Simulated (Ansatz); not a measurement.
The first iterations of a band of AlBFH4N (8 atoms, charge 0, multiplicity 1).

Method: RHF/6-31G in Ansatz 0.2.0.

```yaml
movable_images: 7
climbing_image: yes
spring: 5.0 eV/Å²
optimiser: quadratic models (default)
start_path: IDPP
force_threshold: 0.05 eV/Å
iteration_limit: 60
end_points: relaxed
```

Initial state:

```xyz
8
Properties=species:S:1:pos:R:3
N -1.043 1.275 0.169
Al 0.332 0.232 0.637
B 0.849 -1.447 -0.651
F -0.049 -1.846 -1.617
H -1.348 2.074 0.682
H -1.612 1.129 -0.637
H 1.113 0.613 1.983
H 1.850 -2.087 -0.623
```

Final state:

```xyz
8
Properties=species:S:1:pos:R:3
N -1.393 0.685 0.673
Al 0.360 0.392 0.456
B 1.060 -1.063 -0.998
F 1.427 -0.636 -2.256
H -1.766 1.333 1.333
H -2.124 0.246 0.156
H 1.344 1.221 1.412
H 1.186 -2.235 -0.831
```

| iteration | highest image above the first end (eV) | largest band force component (eV/Å) |
| --- | --- | --- |
| 1 | 0.041 | 0.950 |
| 2 | 0.011 | 0.327 |

Question: Does the band converge within its limit, and where does its top end?

Answer: The run converged. It ended after 8 iterations with the highest image 0.000 eV above the first end. The top lies less than 8 meV above the higher end, about what the thresholds resolve: that end is a shoulder or a very shallow well. A vibrational analysis at the climbing image gives no mode beyond 40i cm⁻¹: the surface is too flat there to confirm a saddle point. Limits of this set-up: no polarisation functions.

Time of the run: 2.5 min on 1 thread of Intel(R) Xeon(R) Processor @ 2.50GHz (Skylake/Cascade Lake) (shared host), peak memory 0.1 GiB.
